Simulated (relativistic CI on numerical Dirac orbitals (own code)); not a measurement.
# Nb⁺: resonant inelastic scattering at the M2,3 edge

Computed with this model: Dirac-Coulomb-Breit CI, separate exchange-only KLI orbitals for each configuration, model QED, valence Slater integrals scaled by 0.8, Kramers-Heisenberg scattering through one core-hole configuration in a parametric crystal field; configurations [Kr] 4d4 → [Ne] 3s2 3p5 3d10 4s2 4p6 4d5; 300 K; core-hole width 3 eV; summed over polarisations. Incident energies are the highest absorption maxima for each field (at most a few, so the weaker spin-orbit partner edge can be absent), on the computed scale of the free ion. Intensities are in per cent of the strongest line above 0.02 eV; levels within 1 cm⁻¹ are merged; final levels count from the ground level, the first row holds all elastic scattering, lines under 0.4 are left out and each table stops after 24 rows. The scale of the Slater integrals is a model choice and moves the terms in proportion.

Field parameters in Wybourne normalisation: Oh B⁴₀ = 21Dq, B⁴₄ = √(5/14) B⁴₀. The field is a parameter set, without covalency.

S is read from ⟨S²⟩ = S(S + 1).

Oh, 10Dq = 3450 cm⁻¹:

```tsv
Final level (eV)	Degeneracy	Irrep	S	365 eV	380.9 eV
0.000	1	A1	1.99	4692.8	599.0
0.004	3	T1	2.00	60.3	28.7
0.008	2	E	2.00	97.3	31.9
0.012	3	T2	2.00	120.1	42.7
0.015	1	A2	2.00	48.6	17.0
0.417	3	T2	2.00	100.0	14.5
0.419	3	T1	2.00	99.2	20.2
0.422	1	A1	1.99	35.7	10.0
0.455	3	T1	2.00	39.2	20.3
0.456	2	E	2.00	30.5	14.9
0.477	3	T2	1.99	19.0	20.0
0.942	1	A1	1.00	25.6	12.7
0.965	3	T1	1.00	55.9	30.4
0.981	3	T2	1.00	25.2	15.8
0.984	2	E	1.00	16.7	9.3
1.263	3	T2	0.99	11.6	9.1
1.265	3	T1	1.00	9.3	6.5
1.285	1	A1	1.00	10.3	4.2
1.314	3	T1	1.00	38.1	18.7
1.348	2	E	0.98	11.7	6.4
1.368	3	T2	0.97	27.0	16.2
1.370	3	T1	1.00	21.0	11.5
1.386	2	E	1.00	29.0	16.4
1.393	3	T2	1.00	28.0	15.1
```

Oh, 10Dq = 7750 cm⁻¹:

```tsv
Final level (eV)	Degeneracy	Irrep	S	364.9 eV	380.8 eV
0.000	1	A1	1.98	4000.6	512.2
0.004	3	T1	1.99	46.5	21.8
0.008	2	E	1.99	77.2	28.6
0.011	3	T2	2.00	96.5	38.3
0.014	1	A2	2.00	40.6	15.5
0.465	1	A1	1.02	25.3	12.0
0.488	3	T1	1.02	57.0	31.0
0.518	3	T2	1.00	28.8	19.9
0.522	2	E	1.01	19.5	11.4
0.944	1	A1	1.98	38.6	10.1
0.946	3	T1	1.99	100.0	20.7
0.947	3	T2	1.99	91.0	14.5
0.981	2	E	1.98	32.0	17.6
0.981	3	T1	1.98	38.9	23.5
1.003	3	T2	1.97	20.8	26.0
1.146	3	T2	0.23	4.4	2.4
1.227	2	E	0.24	4.2	1.9
1.281	3	T1	1.00	10.2	8.3
1.290	3	T2	0.97	11.0	9.7
1.307	1	A1	1.02	7.1	2.4
1.330	3	T1	1.02	28.6	11.6
1.380	2	E	1.00	21.1	10.5
1.386	3	T2	0.99	27.6	13.6
1.401	3	T1	1.02	22.5	11.5
```

Oh, 10Dq = 12100 cm⁻¹:

| Final level (eV) | Degeneracy | Irrep | S | 364.8 eV | 380.4 eV |
| --- | --- | --- | --- | --- | --- |
| 0.000 | 1 | A1 | 1.33 | 2481.5 | 205.2 |
| 0.028 | 3 | T1 | 1.39 | 5.6 | 7.8 |
| 0.064 | 2 | E | 1.55 | 20.9 | 36.8 |
| 0.077 | 3 | T2 | 1.54 | 19.1 | 38.8 |
| 0.112 | 1 | A2 | 2.00 | 4.5 | 2.9 |
| 0.141 | 3 | T2 | 1.58 | 24.0 | 6.2 |
| 0.150 | 3 | T1 | 1.72 | 14.8 | 3.2 |
| 0.151 | 1 | A1 | 1.77 | 4.5 | 1.7 |
| 0.155 | 2 | E | 1.57 | 19.4 | 1.7 |
| 0.778 | 3 | T2 | 0.03 | 19.6 | 14.4 |
| 0.870 | 2 | E | 0.03 | 20.6 | 13.8 |
| 1.378 | 1 | A1 | 0.98 | 49.5 | 19.9 |
| 1.384 | 3 | T1 | 1.00 | 39.4 | 20.5 |
| 1.389 | 3 | T2 | 1.00 | 23.4 | 14.9 |
| 1.414 | 3 | T1 | 1.09 | 100.0 | 9.3 |
| 1.462 | 2 | E | 1.10 | 26.9 | 8.7 |
| 1.464 | 3 | T2 | 1.10 | 30.9 | 1.9 |
| 1.480 | 3 | T1 | 1.15 | 13.7 | 19.3 |
| 1.482 | 1 | A1 | 0.31 | 8.1 | 2.5 |
| 1.490 | 2 | E | 1.07 | 7.1 | 6.7 |
| 1.519 | 3 | T2 | 1.11 | 7.8 | 8.8 |
| 1.544 | 1 | A2 | 1.00 | 2.0 | 0.3 |
| 1.593 | 3 | T2 | 1.93 | 19.8 | 1.7 |
| 1.597 | 3 | T1 | 1.94 | 11.4 | 2.6 |

For the first field the strongest loss at the lowest incident energy is the level at 0.42 eV (S = 2.00, against 2.00 in the thermal ground state). Levels of other spin, the first over 8 % at 0.94 eV, appear because spin-orbit coupling of the core hole, and in heavier ions of the valence shell too, mixes spins.
